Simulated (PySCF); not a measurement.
CF₂I, SMILES F[C](F)I (connectivity only; charge and spin as stated), charge +1, multiplicity 1.

The structure is a stationary point at PBE0-D3(BJ)/def2-SVP. The spin state was assumed, not searched. The isomer is the one that the SMILES or the coordinates give; other isomers of the formula were not compared. The def2 effective core potentials stand for the cores of I; spin–orbit coupling is left out.

Two levels are set side by side: TDA-PBE/def2-SVPD (PySCF) and TDA-CAM-B3LYP/def2-SVPD (PySCF). Vertical, same geometry. The lowest singlet is HOMO→LUMO 100 % with PBE and HOMO→LUMO 100 % with the other functional; states are paired by order. Differences are taken from unrounded values.

| quantity | TDA-CAM-B3LYP | TDA-PBE | TDA-PBE minus TDA-CAM-B3LYP |
|---|---|---|---|
| lowest singlet excitation (eV) | 3.55 | 3.04 | -0.51 |
| lowest triplet excitation (TDA) (eV) | 3.24 | 2.79 | -0.45 |
| first bright state (f over 0.05) (eV) | 5.22 | 5.21 | -0.02 |
| its oscillator strength | 0.18 | 0.17 | -0.01 |

Functionals without exact exchange tend to place singlet excitations lower, as here. Differences between two approximate levels are no errors against the true value.

Rough cost on one machine, each run with all the roots and properties that it gave: TDA-CAM-B3LYP against TDA-PBE about 3 times.
